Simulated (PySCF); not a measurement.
PySCF job for Zr(Cl)2(NH2)(Me) (CH5Cl2NZr), SMILES [CH3][Zr]([NH2])([Cl])[Cl], multiplicity 1, PBE-D3(BJ)/def2-SVP. The structure is a stationary point at PBE-D3(BJ)/def2-SVP. The spin state was assumed, not searched. The structure was generated by enumeration; whether it is a known compound was not checked. The def2 effective core potentials stand for the cores of Zr; spin–orbit coupling is left out. The values are those of a single conformer.

```python
import numpy as np
from pyscf import gto, scf, dft, df
from pyscf.hessian import thermo

mol = gto.M(
    atom='''
    Zr    0.05537903   -0.16131487   -0.00000000
    Cl   -0.00484555    1.00817360   -2.05557612
    Cl   -0.00484555    1.00817359    2.05557613
    N     1.54409935   -1.51565466    0.00000000
    H     2.00377289   -1.90282700   -0.83396431
    H     2.00377288   -1.90282699    0.83396432
    C    -1.76336524   -1.41690694    0.00000000
    H    -2.66688837   -0.76610575    0.00000000
    H    -1.80978689   -2.07126164    0.89773720
    H    -1.80978689   -2.07126165   -0.89773720
    ''',
    basis='def2-SVP',
    ecp={'Zr': 'def2-svp'},
    charge=0,
    spin=0,
    max_memory=1600,
    verbose=3,
)
mf = dft.RKS(mol, xc='pbe').density_fit(auxbasis='def2-universal-jkfit')
mf.disp = 'd3bj'
mf.grids.level = 3
mf.conv_tol = 1e-11
mf.max_cycle = 100
mf.kernel()

# [left out here: the lines that compute and print the analytic Hessian (its translational invariance restored by hand, since the grid's response is missing), thermochemistry and intensities]
```

It prints:

```
converged SCF energy = -1062.6832914489

WARN: DFTD3 does not support analytical Hessian, using finite difference


WARN: Mole.unit (angstrom) is changed to Bohr

Mode                                 0                   1                   2
Irrep
Freq [cm^-1]                       85.4813             97.7412            101.0903
Reduced mass [au]                  27.9113              2.1026              7.9640
Force const [Dyne/A]                0.1202              0.0118              0.0480
Char temp [K]                     122.9886            140.6278            145.4464
Normal mode                   x     y     z       x     y     z       x     y     z
       0  Zr                -0.00  0.04 -0.00   -0.00  0.00  0.02   -0.06 -0.00 -0.00
       1  Cl                 0.00 -0.07 -0.07   -0.04 -0.02  0.01    0.07  0.00 -0.00
       2  Cl                 0.00 -0.07  0.07    0.04  0.02  0.01    0.07  0.00  0.00
       3   N                -0.01  0.05  0.00    0.00  0.00  0.03    0.01  0.09  0.00
       4   H                -0.02  0.04 -0.00   -0.22 -0.22  0.01    0.05  0.13 -0.00
       5   H                -0.02  0.04  0.00    0.22  0.22  0.01    0.05  0.13  0.00
       6   C                 0.00  0.04  0.00   -0.00  0.00 -0.17    0.00 -0.10  0.00
       7   H                 0.01  0.04  0.00   -0.00  0.00 -0.38   -0.05 -0.17  0.00
       8   H                 0.00  0.04  0.00   -0.16  0.07 -0.13    0.05 -0.11 -0.00
       9   H                 0.00  0.04 -0.00    0.16 -0.07 -0.13    0.05 -0.11  0.00
Mode                                 3                   4                   5
Irrep
Freq [cm^-1]                      124.2790            131.7634            158.1799
Reduced mass [au]                   3.0981              1.1370              2.8253
Force const [Dyne/A]                0.0282              0.0116              0.0417
Char temp [K]                     178.8098            189.5782            227.5856
Normal mode                   x     y     z       x     y     z       x     y     z
       0  Zr                -0.00  0.00  0.03    0.00  0.00  0.00    0.00  0.03 -0.00
       1  Cl                 0.03 -0.04  0.01   -0.02 -0.01 -0.00    0.00  0.01 -0.02
       2  Cl                -0.03  0.04  0.01    0.02  0.01 -0.00    0.00  0.01  0.02
       3   N                -0.00 -0.00 -0.17   -0.00 -0.00  0.05   -0.12 -0.10  0.00
       4   H                -0.17  0.07 -0.30    0.11  0.05  0.08   -0.18 -0.17 -0.00
       5   H                 0.17 -0.07 -0.30   -0.11 -0.05  0.08   -0.18 -0.17  0.00
       6   C                 0.00 -0.00 -0.02    0.00 -0.00 -0.06    0.10 -0.10  0.00
       7   H                -0.00 -0.00  0.09    0.00 -0.00  0.39   -0.01 -0.26 -0.00
       8   H                 0.04 -0.09 -0.08    0.16 -0.42 -0.37    0.22 -0.12 -0.00
       9   H                -0.04  0.09 -0.08   -0.16  0.42 -0.37    0.22 -0.12  0.00
Mode                                 6                   7                   8
Irrep
Freq [cm^-1]                      190.8103            363.2308            376.7358
Reduced mass [au]                   1.1446             22.4385              2.8157
Force const [Dyne/A]                0.0246              1.7443              0.2355
Char temp [K]                     274.5335            522.6082            542.0389
Normal mode                   x     y     z       x     y     z       x     y     z
       0  Zr                -0.00  0.00 -0.01   -0.00  0.04 -0.00   -0.00  0.00  0.05
       1  Cl                 0.02  0.02 -0.01    0.00 -0.06  0.09   -0.00  0.04 -0.07
       2  Cl                -0.02 -0.02 -0.01    0.00 -0.06 -0.09    0.00 -0.04 -0.07
       3   N                -0.00 -0.00  0.03   -0.02  0.02  0.00    0.00  0.00  0.05
       4   H                -0.42 -0.43 -0.01   -0.04 -0.00  0.00   -0.18  0.26 -0.17
       5   H                 0.42  0.43 -0.01   -0.04 -0.00 -0.00    0.18 -0.26 -0.17
       6   C                 0.00 -0.00  0.06    0.01  0.02 -0.00   -0.00  0.00  0.03
       7   H                -0.00 -0.00  0.27   -0.04 -0.06  0.00    0.00  0.00 -0.08
       8   H                 0.16 -0.07  0.02    0.07  0.01 -0.00   -0.16 -0.09 -0.05
       9   H                -0.16  0.07  0.02    0.07  0.01  0.00    0.16  0.09 -0.05
Mode                                 9                  10                  11
Irrep
Freq [cm^-1]                      431.1473            459.6369            484.3252
Reduced mass [au]                   1.3887              1.2491              1.7394
Force const [Dyne/A]                0.1521              0.1555              0.2404
Char temp [K]                     620.3250            661.3152            696.8361
Normal mode                   x     y     z       x     y     z       x     y     z
       0  Zr                -0.00 -0.00 -0.02   -0.00 -0.00  0.00    0.00  0.00  0.04
       1  Cl                -0.01 -0.01  0.02   -0.00 -0.00 -0.00   -0.00  0.02 -0.04
       2  Cl                 0.01  0.01  0.02   -0.00 -0.00  0.00    0.00 -0.02 -0.04
       3   N                 0.00  0.00  0.10   -0.06 -0.09  0.00    0.00  0.00 -0.05
       4   H                -0.26  0.33 -0.21    0.38  0.42  0.00    0.18 -0.09  0.10
       5   H                 0.26 -0.33 -0.21    0.38  0.42 -0.00   -0.18  0.09  0.10
       6   C                -0.00 -0.00 -0.06    0.01  0.06 -0.00   -0.00 -0.00 -0.10
       7   H                 0.00  0.00  0.14   -0.15 -0.17  0.00    0.00  0.00  0.17
       8   H                 0.29  0.18  0.09    0.21  0.03 -0.01    0.38  0.24  0.11
       9   H                -0.29 -0.18  0.09    0.21  0.03  0.01   -0.38 -0.24  0.11
Mode                                12                  13                  14
Irrep
Freq [cm^-1]                      494.7466            531.1448            655.4896
Reduced mass [au]                   2.5851              1.5775              5.1050
Force const [Dyne/A]                0.3728              0.2622              1.2923
Char temp [K]                     711.8302            764.1991            943.1036
Normal mode                   x     y     z       x     y     z       x     y     z
       0  Zr                 0.03  0.02 -0.00    0.02  0.02 -0.00    0.03 -0.03 -0.00
       1  Cl                -0.00  0.00 -0.01    0.00 -0.00  0.01   -0.00  0.00 -0.00
       2  Cl                -0.00  0.00  0.01    0.00 -0.00 -0.01   -0.00  0.00  0.00
       3   N                 0.02 -0.00  0.00   -0.08 -0.02  0.00   -0.16  0.15 -0.00
       4   H                 0.00 -0.03 -0.00    0.13  0.23 -0.00   -0.19  0.16 -0.02
       5   H                 0.00 -0.03  0.00    0.13  0.23  0.00   -0.19  0.16  0.02
       6   C                -0.20 -0.07  0.00   -0.02 -0.13  0.00   -0.00  0.03  0.00
       7   H                -0.41 -0.37 -0.00    0.28  0.30  0.00   -0.07 -0.07 -0.00
       8   H                -0.01 -0.11 -0.02   -0.38 -0.08  0.01    0.07  0.01 -0.01
       9   H                -0.01 -0.11  0.02   -0.38 -0.08 -0.01    0.07  0.01  0.01
Mode                                15                  16                  17
Irrep
Freq [cm^-1]                     1109.9624           1344.6120           1347.2163
Reduced mass [au]                   1.2587              1.0633              1.0597
Force const [Dyne/A]                0.9137              1.1326              1.1332
Char temp [K]                    1596.9888           1934.5973           1938.3444
Normal mode                   x     y     z       x     y     z       x     y     z
       0  Zr                 0.00  0.00  0.00    0.00 -0.00 -0.00   -0.00  0.00 -0.00
       1  Cl                 0.00  0.00  0.00   -0.00 -0.00  0.00    0.00 -0.00  0.00
       2  Cl                 0.00  0.00 -0.00    0.00  0.00  0.00    0.00 -0.00 -0.00
       3   N                -0.00  0.00 -0.00   -0.00  0.00  0.00    0.00 -0.00  0.00
       4   H                -0.00 -0.00  0.00   -0.01 -0.00 -0.00   -0.00 -0.00 -0.00
       5   H                -0.00 -0.00 -0.00    0.01  0.00 -0.00   -0.00 -0.00  0.00
       6   C                -0.11 -0.08 -0.00    0.00 -0.00 -0.07   -0.04  0.05 -0.00
       7   H                 0.28  0.43  0.00   -0.00 -0.00  0.73    0.16  0.29  0.00
       8   H                 0.44  0.18  0.19   -0.41  0.19  0.07    0.17 -0.49 -0.38
       9   H                 0.44  0.18 -0.19    0.41 -0.19  0.07    0.17 -0.49  0.38
Mode                                18                  19                  20
Irrep
Freq [cm^-1]                     1436.1940           2939.8167           3040.5488
Reduced mass [au]                   1.1201              1.0337              1.1004
Force const [Dyne/A]                1.3612              5.2634              5.9940
Char temp [K]                    2066.3634           4229.7417           4374.6727
Normal mode                   x     y     z       x     y     z       x     y     z
       0  Zr                 0.00 -0.00 -0.00   -0.00  0.00 -0.00    0.00 -0.00 -0.00
       1  Cl                 0.00 -0.00 -0.00    0.00  0.00 -0.00   -0.00  0.00  0.00
       2  Cl                 0.00 -0.00  0.00    0.00  0.00  0.00   -0.00  0.00 -0.00
       3   N                -0.07  0.06  0.00    0.00  0.00 -0.00   -0.00  0.00 -0.00
       4   H                 0.40 -0.34  0.41    0.00 -0.00 -0.00   -0.00  0.00 -0.00
       5   H                 0.40 -0.34 -0.41    0.00 -0.00  0.00   -0.00  0.00  0.00
       6   C                 0.00  0.00 -0.00   -0.04 -0.02  0.00    0.04 -0.08  0.00
       7   H                -0.00 -0.00  0.00    0.51 -0.39  0.00   -0.59  0.41  0.00
       8   H                -0.00 -0.00 -0.00    0.00  0.31 -0.43    0.03  0.25 -0.36
       9   H                -0.00 -0.00  0.00    0.00  0.31  0.43    0.03  0.25  0.36
Mode                                21                  22                  23
Irrep
Freq [cm^-1]                     3049.6085           3440.3428           3532.8022
Reduced mass [au]                   1.1001              1.0509              1.0926
Force const [Dyne/A]                6.0277              7.3282              8.0341
Char temp [K]                    4387.7076           4949.8873           5082.9159
Normal mode                   x     y     z       x     y     z       x     y     z
       0  Zr                 0.00 -0.00 -0.00   -0.00  0.00  0.00   -0.00 -0.00 -0.00
       1  Cl                 0.00  0.00  0.00   -0.00  0.00 -0.00   -0.00  0.00 -0.00
       2  Cl                -0.00 -0.00  0.00   -0.00  0.00  0.00    0.00 -0.00 -0.00
       3   N                 0.00 -0.00  0.00    0.04 -0.04  0.00    0.00 -0.00 -0.08
       4   H                -0.00 -0.00  0.00   -0.29  0.25  0.57   -0.31  0.26  0.54
       5   H                 0.00  0.00  0.00   -0.29  0.25 -0.57    0.31 -0.26  0.54
       6   C                 0.00 -0.00 -0.09   -0.00 -0.00 -0.00   -0.00  0.00  0.00
       7   H                -0.00  0.00 -0.02   -0.00 -0.00  0.00    0.00 -0.00 -0.00
       8   H                -0.03 -0.40  0.53   -0.00  0.00 -0.00   -0.00  0.00 -0.00
       9   H                 0.03  0.40  0.53   -0.00  0.00  0.00    0.00 -0.00 -0.00
temperature 298.1500 [K]
pressure 101325.00 [Pa]
Rotational constants [GHz] 2.10902 1.27824 1.12439
Symmetry number 1
Zero-point energy (ZPE) 0.05907 [Eh]   155077.337 [J/mol]
                           tot       elec      trans        rot        vib
Entropy [J/mol/K]       411.666      0.000    174.392    121.552    115.722
Cv [J/mol/K]            127.570      0.000     12.472     12.472    102.627
Cp [J/mol/K]            135.885      0.000     20.786     12.472    102.627
Internal energy [J/mol]                      3718.434   3718.434 173104.149
Internal energy [Eh]   -1062.61453  -1062.68329
Enthalpy [J/mol]                             6197.391   3718.434 173104.149
Enthalpy [Eh]          -1062.61358
Gibbs free energy [J/mol]                  -45797.649 -32522.308 138601.726
Gibbs free energy [Eh] -1062.66033
mode   freq/cm-1   IR/(km/mol)
   1       85.48         2.754
   2       97.74         0.772
   3      101.09         3.563
   4      124.28         0.588
   5      131.76         0.039
   6      158.18         1.431
   7      190.81         2.130
   8      363.23        19.979
   9      376.74        17.942
  10      431.15        20.249
  11      459.64       105.212
  12      484.33        83.755
  13      494.75        42.550
  14      531.14        89.708
  15      655.49        97.005
  16     1109.96         6.468
  17     1344.61         7.713
  18     1347.22         8.676
  19     1436.19        34.936
  20     2939.82         0.412
  21     3040.55         5.797
  22     3049.61         4.470
  23     3440.34        80.497
  24     3532.80        28.339
max |gradient| / (hartree/bohr): 0.0001239614438943931
APT charges: [ 1.8342 -0.5472 -0.5472 -0.7501  0.1835  0.1835 -0.3706 -0.0088  0.0114
  0.0113]
```

The calculation finished and met its thresholds.

Cost: roughly 120 core-seconds.
